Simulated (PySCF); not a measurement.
**Bond length, frequency and bond energy of SmS by level of theory**

State: septet, about 6.0 electrons in the 4f shell (Mulliken), real f orbitals that mix terms. Set-up: basis Sm x2c-SVPall, S x2c-SVPall; spin-free X2C with a Gaussian nucleus; PySCF 2.14. De refers to Sm (4f6 6s2) + S in their high-spin ground configurations, without counterpoise correction. The functionals are run spin-unrestricted. A positive dipole means Sm(−)S(+).

```csv
Level,Re (Å),ωe (cm⁻¹),De (eV),μ (D),"CPU s a point (SCF and correlation, without the integrals)"
UHF,2.457,403,n/a,-12.05,3.9
UHF-MP2,2.387,417,n/a,n/a,6.3
UHF-SCS-MP2,2.406,411,n/a,n/a,n/a
PBE,2.386,396,4.57,-7.30,7.4
revPBE,2.396,391,4.42,-7.44,7
r²SCAN,2.380,405,4.77,-7.60,7.6
r²SCANh,2.383,403,4.53,-8.14,9
PBE0,2.395,398,4.15,-8.91,8.4
CAM-B3LYP,2.397,400,3.73,-9.21,15
```

**Question.** What does a quarter of exact exchange do here, going from PBE to PBE0?

**Answer.** PBE0 less PBE: +0.9 pm in Re, +0.5 % in ωe, -0.42 eV in De. Exact exchange removes part of the self-interaction that spreads semilocal densities, and in most molecules shortens and stiffens the bond and lowers De; here Re goes the other way.

**Question.** What does the step from GGA to meta-GGA do here, going from PBE to r²SCAN?

**Answer.** r²SCAN less PBE: -0.6 pm in Re, +2.3 % in ωe, +0.20 eV in De. 

**Question.** What does second-order correlation do here, going from UHF to UHF-MP2?

**Answer.** UHF-MP2 less UHF: -7.0 pm in Re, +3.5 % in ωe. Correlation nearly always deepens the well. The bond shortens, as in weak, metallic or heavy-atom bonds, where dispersion and the correlation of outer-core electrons pull the atoms together.

Correlated steps freeze 23 core orbitals. These are scalar-relativistic numbers at best; spin–orbit coupling would shift them, the dissociation energy most. The state is the lowest single determinant that the PBE0 search found; with open d or f shells the true ground state can be another one.

The whole job (state search and all levels along the bond) took about 15 min on 2 threads of Arm Neoverse V2 (shared host), peak memory 4.6 GiB.
